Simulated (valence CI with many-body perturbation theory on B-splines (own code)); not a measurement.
# Fe⁵⁺: magnetic and hyperfine properties of the levels

Level of theory: relativistic CI+MBPT: three valence electrons over a frozen Dirac-Fock core [Ar], a basis of 9 s, 9 p, 10 d, 8 f, 5 g, 3 h, 1 i functions for each j, with the one-electron correlation potential Σ1, the two-electron term Σ2, the three-electron term Σ3, Breit, model QED; selected CI, second order for the rest, scaled by the run's own slope (own B-spline code, finite nucleus).

Against 33 measured levels this calculation errs by 487 cm⁻¹ on average and by 1013 at most. These come from a selection out of Corliss and Sugar, J. Phys. Chem. Ref. Data 11, 135 (1982). Levels without a partner in it may be off by more, other configurations by 1,000 to 8,000 cm⁻¹. The list stops below the first excitations out of the core.

A/g_I is the dipole constant over the nuclear g factor μ/I (μ in nuclear magnetons, uniformly magnetised nucleus), B/Q the quadrupole constant per barn. Both hold the static response of the core; the bare values leave it out. Large factors of s and p1/2 electrons are usually good to 5 to 10 %; those of open d and f shells near neutrality can be off by tens of per cent, and small factors of p3/2, d and f electrons come from cancelling terms and can be off by a factor of two or in sign, in half-filled shells by more. B is blank for J = 1/2, where it vanishes, and for nearly pure S terms. Energies count from the lowest level.

Names give the largest LS component (configuration and term), which can be under half, so a name can repeat, a term be missing and a line seem to break the LS rules; names also repeat where a configuration has a term twice. Letters in brackets count levels of one name in rising energy.

```csv
Level,E (cm⁻¹),g,A/g_I (MHz),A/g_I bare,B/Q (MHz/b),B/Q bare
3d³ ⁴F_3/2,0,0.399,1120,962,-209,-218
3d³ ⁴F_5/2,508,1.028,564,591,-206,-216
3d³ ⁴F_7/2,1181,1.238,394,484,-289,-303
3d³ ⁴F_9/2,1991,1.333,338,458,-428,-448
3d³ ⁴P_1/2,19293,2.651,-1110,-598,,
3d³ ⁴P_3/2,19495,1.724,151,395,-479,-501
3d³ ⁴P_5/2,20162,1.600,5.99,203,603,629
3d³ ²G_7/2,20331,0.888,738,728,321,338
3d³ ²G_9/2,21017,1.107,527,579,386,406
3d³ ²P_3/2,26736,1.133,631,695,-541,-567
3d³ ²P_1/2,26983,0.684,192,89.5,,
3d³ ²H_9/2,27946,0.913,652,646,1150,1200
3d³ ²H_11/2,28418,1.091,550,598,1280,1340
3d³ ²D_5/2 [a],29032,1.201,435,515,-433,-457
3d³ ²D_3/2 [a],29151,1.010,561,582,55.4,54.0
3d³ ²F_7/2,46405,1.143,527,593,409,431
3d³ ²F_5/2,46790,0.857,630,604,404,425
3d³ ²D_5/2 [b],72721,1.200,375,453,1020,1070
3d³ ²D_3/2 [b],73053,0.799,993,963,754,788
3d²4s ⁴F_3/2,261070,0.399,-778,-635,222,232
3d²4s ⁴F_5/2,261600,1.027,1100,1080,217,227
3d²4s ⁴F_7/2,262360,1.238,1490,1440,311,324
3d²4s ⁴F_9/2,263340,1.333,1550,1490,470,490
3d²4s ²F_5/2,268210,0.858,1090,1030,399,418
3d²4s ²F_7/2,269740,1.143,-120,24.1,472,493
3d²4s ²D_5/2,280630,1.297,2580,2390,-461,-478
3d²4s ²D_3/2,280920,0.932,-909,-693,-166,-170
3d²4s ⁴P_1/2,281480,2.668,5620,5250,,
3d²4s ⁴P_3/2,281960,1.607,2220,2100,397,416
3d²4s ⁴P_5/2,282840,1.503,2350,2210,-602,-627
3d²4s ²P_1/2,287860,0.668,1160,962,,
3d²4s ²P_3/2,288580,1.327,-905,-617,-651,-681
3d²4s ²G_9/2,291340,1.111,1750,1640,1860,1950
3d²4s ²G_7/2,291350,0.888,-408,-262,1700,1780
3d²4s ²S_1/2,330470,2.002,10400,9260,,
```

(1) Take the isotope of mass number 57, with I = 1/2, μ = 0.09064 μN. What is the hyperfine structure of 3d³ ⁴F_3/2?

Answers

(1) From the table A = 204 MHz. Shifts from the centre of gravity in MHz: F = 1: -255, F = 2: 153.
